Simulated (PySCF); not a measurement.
Cl$_{2}$Sn (SMILES [Cl][Sn][Cl]), singlet, at a GFN2-xTB geometry (such geometries of metal compounds can be far from the true shape) (all electrons, no relativity), with bond 2-1 at 2.2 times its length; B3LYP/3-21G run with PySCF.

Input for PySCF:
```python
from pyscf import gto, scf, dft

mol = gto.M(
    atom='''
Sn    0.01027658   -0.01020405    0.62162910
Cl    2.46476334    3.15031670   -2.74763856
Cl   -1.15617762   -1.39638439   -0.91846469
''',
    basis='3-21g',
    verbose=4,
)

mf = dft.RKS(mol)
mf.xc = 'b3lyp'
mf.kernel()
mo_i, mo_e, stable_i, stable_e = mf.stability(internal=True, external=True, return_status=True, nroots=6, tol=1e-6)
print('internally stable:', stable_i, ' externally stable:', stable_e)
if not stable_e:
    umf = mf.to_uhf() if not hasattr(mf, 'xc') else mf.to_uks()
    umf.scf_summary = {}
    umf.kernel(umf.make_rdm1(mo_e, umf.mo_occ))
mf.analyze()
```

It wrote (shortened):

```
PySCF version 2.14.0

[INPUT] verbose = 4
[INPUT] num. atoms = 3
[INPUT] num. electrons = 84
[INPUT] charge = 0
[INPUT] spin (= nelec alpha-beta = 2S) = 0
[INPUT] symmetry False subgroup None
[INPUT] Mole.unit = angstrom
[INPUT] Symbol           X                Y                Z      unit          X                Y                Z       unit  Magmom
[...]
nuclear repulsion = 300.247944947714
number of shells = 27
number of NR pGTOs = 135
number of NR cGTOs = 57
basis = 3-21g
ecp = {}

******** <class 'pyscf.dft.rks.RKS'> ********
method = RKS
initial guess = minao
damping factor = 0
level_shift factor = 0
DIIS = <class 'pyscf.scf.diis.CDIIS'>
diis_start_cycle = 1
diis_space = 8
diis_damp = 0
SCF conv_tol = 1e-09
SCF conv_tol_grad = None
SCF max_cycles = 50
direct_scf = True
direct_scf_tol = 1e-13
XC library pyscf.dft.libxc version 7.1.2
    S. Lehtola, C. Steigemann, M. J. T. Oliveira, and M. A. L. Marques,  SoftwareX 7, 1–5 (2018)
XC functionals = b3lyp
    P. J. Stephens, F. J. Devlin, C. F. Chabalowski, and M. J. Frisch,  J. Phys. Chem. 98, 11623 (1994)
radial grids:
    Treutler-Ahlrichs [JCP 102, 346 (1995); DOI:10.1063/1.469408] (M4) radial grids

becke partition: Becke, JCP 88, 2547 (1988); DOI:10.1063/1.454033
pruning grids: <function nwchem_prune>
grids dens level: 3
symmetrized grids: False
atomic radii adjust function: <function treutler_atomic_radii_adjust>
small_rho_cutoff = 0
Set gradient conv threshold to 3.16228e-05
Initial guess from minao.
tot grids = 59720
init E= -6901.27102275218
cycle= 1 E= -6914.66637195084  delta_E= -13.4  |g|= 0.517  |ddm|= 1.55
cycle= 2 E= -6906.61802347695  delta_E= 8.05  |g|= 1.72  |ddm|= 5.72
cycle= 3 E= -6914.59797117858  delta_E= -7.98  |g|= 0.714  |ddm|= 5.76
cycle= 4 E= -6914.75253463223  delta_E= -0.155  |g|= 0.224  |ddm|= 0.894
cycle= 5 E= -6911.49717230046  delta_E= 3.26  |g|= 1.34  |ddm|= 3.44
cycle= 6 E= -6911.58532514053  delta_E= -0.0882  |g|= 1.23  |ddm|= 0.386
cycle= 7 E= -6911.59751119562  delta_E= -0.0122  |g|= 1.22  |ddm|= 0.0453
cycle= 8 E= -6911.59958765968  delta_E= -0.00208  |g|= 1.22  |ddm|= 0.0274
cycle= 9 E= -6911.59903984018  delta_E= 0.000548  |g|= 1.22  |ddm|= 0.00979
cycle= 10 E= -6914.78289397954  delta_E= -3.18  |g|= 0.177  |ddm|= 3.38
cycle= 11 E= -6914.7890257017  delta_E= -0.00613  |g|= 0.179  |ddm|= 0.104
cycle= 12 E= -6911.65302482307  delta_E= 3.14  |g|= 1.19  |ddm|= 3.34
cycle= 13 E= -6911.65506531905  delta_E= -0.00204  |g|=  1.2  |ddm|= 0.0875
cycle= 14 E= -6911.63118928245  delta_E= 0.0239  |g|= 1.21  |ddm|= 0.0797
cycle= 15 E= -6911.62735585438  delta_E= 0.00383  |g|= 1.21  |ddm|= 0.183
cycle= 16 E= -6911.62174303184  delta_E= 0.00561  |g|= 1.21  |ddm|= 0.0906

cycle= 17 E= -6913.24971527957  delta_E= -1.63  |g|= 1.58  |ddm|= 2.18
cycle= 18 E= -6914.78235460026  delta_E= -1.53  |g|= 0.194  |ddm|= 2.63
cycle= 19 E= -6914.7965820121  delta_E= -0.0142  |g|= 0.166  |ddm|= 0.187
cycle= 20 E= -6914.78218081657  delta_E= 0.0144  |g|= 0.214  |ddm|= 0.253
cycle= 21 E= -6914.81403260165  delta_E= -0.0319  |g|= 0.125  |ddm|= 0.866
cycle= 22 E= -6914.82025008214  delta_E= -0.00622  |g|= 0.0706  |ddm|= 0.106
cycle= 23 E= -6914.82266465516  delta_E= -0.00241  |g|= 0.0327  |ddm|= 0.086
cycle= 24 E= -6914.82330680521  delta_E= -0.000642  |g|= 0.00989  |ddm|= 0.0559
cycle= 25 E= -6914.82337647781  delta_E= -6.97e-05  |g|= 0.00193  |ddm|= 0.0392
cycle= 26 E= -6914.82337977911  delta_E= -3.3e-06  |g|= 0.000794  |ddm|= 0.00687
cycle= 27 E= -6914.82338445855  delta_E= -4.68e-06  |g|= 0.000625  |ddm|= 0.0388
cycle= 28 E= -6914.82338499696  delta_E= -5.38e-07  |g|= 0.000339  |ddm|= 0.00873
cycle= 29 E= -6914.82338515798  delta_E= -1.61e-07  |g|= 0.000105  |ddm|= 0.00476
cycle= 30 E= -6914.8233851601  delta_E= -2.13e-09  |g|= 8.48e-05  |ddm|= 0.00768
cycle= 31 E= -6914.82338519374  delta_E= -3.36e-08  |g|= 1.72e-05  |ddm|= 0.00312
cycle= 32 E= -6914.82338519451  delta_E= -7.64e-10  |g|= 5.55e-05  |ddm|= 0.00108
cycle= 33 E= -6914.82338519675  delta_E= -2.25e-09  |g|= 2.54e-06  |ddm|= 0.000292
cycle= 34 E= -6914.8233851968  delta_E= -4.55e-11  |g|= 3.1e-07  |ddm|= 8.96e-05
Extra cycle  E= -6914.82338519675  delta_E= 4.73e-11  |g|= 2.57e-06  |ddm|= 1.27e-05
converged SCF energy = -6914.82338519675
rhf_internal: lowest eigs of H = [0.01786838 0.01852146 0.02045646 0.02720453 0.02886652 0.39555633]
<class 'pyscf.dft.rks.RKS'> wavefunction is stable in the internal stability analysis
rhf_real2complex: lowest eigs of H = [-0.01061993 -0.00800127  0.00219979  0.00361804  0.00481     0.01020781]
<class 'pyscf.dft.rks.RKS'> wavefunction has an real -> complex instability
rhf_external: lowest eigs of H = [-0.05982538 -0.0239861  -0.01878634 -0.00230474 -0.0014402   0.00288226]
<class 'pyscf.dft.rks.RKS'> wavefunction has an RHF/RKS -> UHF/UKS instability
internally stable: True  externally stable: False

******** <class 'pyscf.dft.uks.UKS'> ********
method = UKS
initial guess = minao
damping factor = 0
level_shift factor = 0
DIIS = <class 'pyscf.scf.diis.CDIIS'>
diis_start_cycle = 1
diis_space = 8
diis_damp = 0
SCF conv_tol = 1e-09
SCF conv_tol_grad = None
SCF max_cycles = 50
direct_scf = True
direct_scf_tol = 1e-13
number electrons alpha = 42  beta = 42
XC library pyscf.dft.libxc version 7.1.2
    S. Lehtola, C. Steigemann, M. J. T. Oliveira, and M. A. L. Marques,  SoftwareX 7, 1–5 (2018)
XC functionals = b3lyp
    P. J. Stephens, F. J. Devlin, C. F. Chabalowski, and M. J. Frisch,  J. Phys. Chem. 98, 11623 (1994)
radial grids:
    Treutler-Ahlrichs [JCP 102, 346 (1995); DOI:10.1063/1.469408] (M4) radial grids

becke partition: Becke, JCP 88, 2547 (1988); DOI:10.1063/1.454033
pruning grids: <function nwchem_prune>
grids dens level: 3
symmetrized grids: False
atomic radii adjust function: <function treutler_atomic_radii_adjust>
small_rho_cutoff = 0
Set gradient conv threshold to 3.16228e-05
init E= -6914.69233973881
cycle= 1 E= -6914.5944449901  delta_E= 0.0979  |g|= 0.512  |ddm|= 1.47
cycle= 2 E= -6906.49296950622  delta_E=  8.1  |g|= 1.31  |ddm|= 3.98
cycle= 3 E= -6914.69400558601  delta_E= -8.2  |g|= 0.335  |ddm|= 3.94
cycle= 4 E= -6914.70284166982  delta_E= -0.00884  |g|= 0.301  |ddm|= 0.51
cycle= 5 E= -6906.81151321953  delta_E= 7.89  |g|= 1.13  |ddm|= 3.74
cycle= 6 E= -6911.57737891423  delta_E= -4.77  |g|= 0.863  |ddm|= 2.88
cycle= 7 E= -6911.60328263994  delta_E= -0.0259  |g|= 0.849  |ddm|= 0.0603
cycle= 8 E= -6911.60011686969  delta_E= 0.00317  |g|= 0.851  |ddm|= 0.0382
cycle= 9 E= -6911.6003080131  delta_E= -0.000191  |g|= 0.851  |ddm|= 0.0892
cycle= 10 E= -6914.73109292892  delta_E= -3.13  |g|= 0.251  |ddm|= 2.42
cycle= 11 E= -6911.60821276798  delta_E= 3.12  |g|= 0.874  |ddm|=  2.4
cycle= 12 E= -6914.75675605805  delta_E= -3.15  |g|= 0.16  |ddm|= 2.38
cycle= 13 E= -6906.97678391366  delta_E= 7.78  |g|=  1.2  |ddm|= 3.77
cycle= 14 E= -6911.53320746725  delta_E= -4.56  |g|= 0.914  |ddm|=  2.9
cycle= 15 E= -6911.55617795627  delta_E= -0.023  |g|= 0.887  |ddm|= 0.136
cycle= 16 E= -6906.88796575751  delta_E= 4.67  |g|= 1.14  |ddm|= 2.92
cycle= 17 E= -6906.88457484281  delta_E= 0.00339  |g|= 1.14  |ddm|= 0.00598
cycle= 18 E= -6911.55097642592  delta_E= -4.67  |g|= 0.892  |ddm|= 2.92
cycle= 19 E= -6914.78044015521  delta_E= -3.23  |g|= 0.127  |ddm|= 2.41
cycle= 20 E= -6914.81884235863  delta_E= -0.0384  |g|= 0.0772  |ddm|= 0.476
cycle= 21 E= -6914.81663173524  delta_E= 0.00221  |g|= 0.0748  |ddm|= 0.203
cycle= 22 E= -6914.82315664373  delta_E= -0.00652  |g|= 0.0307  |ddm|= 0.125
cycle= 23 E= -6914.80615331939  delta_E= 0.017  |g|= 0.11  |ddm|= 0.222
cycle= 24 E= -6914.82477054562  delta_E= -0.0186  |g|= 0.00844  |ddm|= 0.293
cycle= 25 E= -6914.82393137585  delta_E= 0.000839  |g|= 0.0316  |ddm|= 0.0759
cycle= 26 E= -6914.8223584159  delta_E= 0.00157  |g|= 0.0474  |ddm|= 0.0336
cycle= 27 E= -6914.82055217916  delta_E= 0.00181  |g|= 0.0618  |ddm|= 0.0357
cycle= 28 E= -6914.82304284124  delta_E= -0.00249  |g|= 0.0411  |ddm|= 0.0711
cycle= 29 E= -6914.82419910717  delta_E= -0.00116  |g|= 0.0301  |ddm|= 0.114
cycle= 30 E= -6914.82535900392  delta_E= -0.00116  |g|= 0.00479  |ddm|= 0.0624
cycle= 31 E= -6914.82541523597  delta_E= -5.62e-05  |g|= 0.00609  |ddm|= 0.0407
cycle= 32 E= -6914.82551553344  delta_E= -0.0001  |g|= 0.00161  |ddm|= 0.0292
cycle= 33 E= -6914.82545649308  delta_E= 5.9e-05  |g|= 0.00697  |ddm|= 0.0195
cycle= 34 E= -6914.82554056935  delta_E= -8.41e-05  |g|= 0.00596  |ddm|= 0.0277
cycle= 35 E= -6914.82543246053  delta_E= 0.000108  |g|= 0.0066  |ddm|= 0.0417
cycle= 36 E= -6914.82511889347  delta_E= 0.000314  |g|= 0.0119  |ddm|= 0.178
cycle= 37 E= -6914.82532805302  delta_E= -0.000209  |g|= 0.000885  |ddm|= 0.0653
cycle= 38 E= -6914.82516474053  delta_E= 0.000163  |g|= 0.0111  |ddm|= 0.0373
cycle= 39 E= -6914.82524902492  delta_E= -8.43e-05  |g|= 0.00739  |ddm|= 0.0204
cycle= 40 E= -6914.82530692915  delta_E= -5.79e-05  |g|= 0.00222  |ddm|= 0.0356
cycle= 41 E= -6914.82530788115  delta_E= -9.52e-07  |g|= 0.0016  |ddm|= 0.00782
cycle= 42 E= -6914.82531021217  delta_E= -2.33e-06  |g|= 0.000818  |ddm|= 0.00421
cycle= 43 E= -6914.82531105643  delta_E= -8.44e-07  |g|= 4.43e-05  |ddm|= 0.00302
cycle= 44 E= -6914.8253110896  delta_E= -3.32e-08  |g|= 5.01e-05  |ddm|= 0.000898
cycle= 45 E= -6914.82531113681  delta_E= -4.72e-08  |g|= 0.000107  |ddm|= 0.00208
cycle= 46 E= -6914.82531117585  delta_E= -3.9e-08  |g|= 4.06e-05  |ddm|= 0.00191
cycle= 47 E= -6914.82531119227  delta_E= -1.64e-08  |g|= 1.68e-05  |ddm|= 0.00131
cycle= 48 E= -6914.82531120785  delta_E= -1.56e-08  |g|= 1.8e-05  |ddm|= 0.000988
cycle= 49 E= -6914.82531121098  delta_E= -3.14e-09  |g|= 2.1e-05  |ddm|= 0.00019
cycle= 50 E= -6914.82531120679  delta_E= 4.19e-09  |g|= 1.33e-05  |ddm|= 0.000328
SCF not converged.
SCF energy = -6914.82531120679 after 50 cycles  <S^2> = 0.34858439  2S+1 = 1.5473647
**** SCF Summaries ****
Total Energy =                       -6914.823385196752497
Nuclear Repulsion Energy =             300.247944947714359
One-electron Energy =               -10136.745466814722022
Two-electron Energy =                 2921.674136670254939
Two-electron Coulomb Energy =         3139.316320375293799
DFT Exchange-Correlation Energy =     -217.642183705038661
**** MO energy ****
[...]
 ** Mulliken pop on meta-lowdin orthogonal AOs  **
 ** Mulliken pop  **
 ** Mulliken atomic charges  **
charge of    0Sn =      0.72682
charge of    1Cl =     -0.48828
charge of    2Cl =     -0.23855
Dipole moment(X, Y, Z, Debye): -4.52311, -5.94072,  9.36907
```

The run did not converge; its last values are not results.
